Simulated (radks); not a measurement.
The nuclear charge of neutral xenon is varied continuously with 54 electrons held in [Xe]. Calculated with a radial shooting solver on a logarithmic mesh with Libxc functionals: Dirac Kohn-Sham, PBE, spin-unpolarised, spherical densities, point nucleus. By the Hellmann-Feynman theorem dE/dZ = E(electron-nucleus)/Z, the electronic potential at the nucleus.

| Z | E (hartree) | E(electron-nucleus)/Z (hartree) | HOMO | e(HOMO) (eV) | <r> HOMO (bohr) |
|---|---|---|---|---|---|
| 53.8 | -7383.34700 | -333.741 | 5p3/2 | -6.040 | 2.418 |
| 53.9 | -7416.76479 | -334.615 | 5p3/2 | -6.936 | 2.384 |
| 54 | -7450.27001 | -335.489 | 5p3/2 | -7.855 | 2.353 |
| 54.1 | -7483.8627 | -336.364 | 5p3/2 | -8.795 | 2.323 |
| 54.2 | -7517.5428 | -337.238 | 5p3/2 | -9.756 | 2.294 |
| 54.3 | -7551.3103 | -338.113 | 5p3/2 | -10.739 | 2.267 |
| 54.4 | -7585.1654 | -338.988 | 5p3/2 | -11.741 | 2.240 |
| 54.5 | -7619.1079 | -339.863 | 5p3/2 | -12.763 | 2.215 |
| 54.6 | -7653.1380 | -340.738 | 5p3/2 | -13.804 | 2.191 |
| 54.7 | -7687.2555 | -341.614 | 5p3/2 | -14.865 | 2.167 |
| 54.8 | -7721.4607 | -342.489 | 5p3/2 | -15.944 | 2.144 |
| 54.9 | -7755.7534 | -343.365 | 5p3/2 | -17.041 | 2.123 |
| 55 | -7790.1338 | -344.242 | 5p3/2 | -18.156 | 2.101 |

The central difference of E at Z = 54 is -335.489 hartree, to compare with the third column; the second derivative is -8.74 hartree.
